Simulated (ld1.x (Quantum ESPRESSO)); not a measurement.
What one change does to a pseudopotential (tellurium (Te), TM)

| Item | Value |
| --- | --- |
| Element | tellurium |
| Generator | ld1.x (Quantum ESPRESSO) 7.5 |
| Type | norm-conserving Troullier–Martins (Kleinman–Bylander form) |
| Functional | PBEsol |
| Relativity | fully relativistic |
| Frozen core | [Kr] 4d10 |
| Valence charge | 6 |
| Reference configuration | 5s1.5 5p4.5 |
| Partial waves | 5s (bound): rc 1.80 bohr; 5p (bound): rc 2.15 bohr; 5d channel at 0.3 Ry: rc 1.95 bohr |
| Local potential | the d channel |
| Core correction | none |

Open shells are filled in proportion to 2j + 1 (rel_dist='average').

All-electron outer shells of the reference configuration (PBEsol, scalar-relativistic, ld1.x):

| shell | level (eV) | outermost node (bohr) | outermost maximum (bohr) |
| --- | --- | --- | --- |
| 4p | -114.94 | 0.38 | 0.74 |
| 4d | -42.27 | 0.36 | 0.81 |
| 5s | -15.53 | 0.91 | 1.80 |
| 5p | -6.25 | 1.00 | 2.17 |

Change: reference 5s2 5p4.

Cutoffs: the cutoffs (Ry, on a coarse ladder) from which the occupation-weighted sum of valence levels, in a spherical-Bessel basis at the reference potential, stays within 10 and 1 mRy of its value at 400 Ry; they do not see the model core or the augmentation charge, which bear on the density cutoff. Errors are all-electron minus pseudo energies relative to the spin-unpolarised reference configuration.

What does the change do?

The potential gets harder (21 Ry and 40 Ry → 25 Ry and 40 Ry); both files keep a bound ghost (p, s).

```csv
quantity,base,changed
"cutoff, loose",21 Ry,25 Ry
"cutoff, tight",40 Ry,40 Ry
bound ghosts,"s, p3/2, p1/2","s, p3/2, p1/2"
"tests counted (converged, no solver errors)",6 of 7,6 of 7
s: phases at 2.35 bohr within 0.05 rad from the reference energy up to (Ry; the scan ends near 5),0.9,0.8
p1/2: phases at 2.35 bohr within 0.05 rad from the reference energy up to (Ry; the scan ends near 5),4.7,4.8
p3/2: phases at 2.35 bohr within 0.05 rad from the reference energy up to (Ry; the scan ends near 5),to the end of the scan,to the end of the scan
d3/2: phases at 2.35 bohr within 0.05 rad from the reference energy up to (Ry; the scan ends near 5),0.9,0.8
d5/2: phases at 2.35 bohr within 0.05 rad from the reference energy up to (Ry; the scan ends near 5),0.7,0.7
```

Base: Tests not counted: 5s2 5p0 (solver errors, printed error -53.8 eV). ld1.x printed “convergence not achieved” for 6 of the counted tests; their residual had stalled under 1e-8, short of the target of 1e-14. Changed file: Tests not counted: 5s2 5p0 (solver errors, printed error -18.6 eV). ld1.x printed “convergence not achieved” for 5 of the counted tests; their residual had stalled under 1e-8, short of the target of 1e-14. A true bound ghost makes a file unfit for plane-wave use even where its test errors are small: the radial tests pick states by their node count and pass the ghost by. Where a test does run into it, the solver fails or the error is huge.
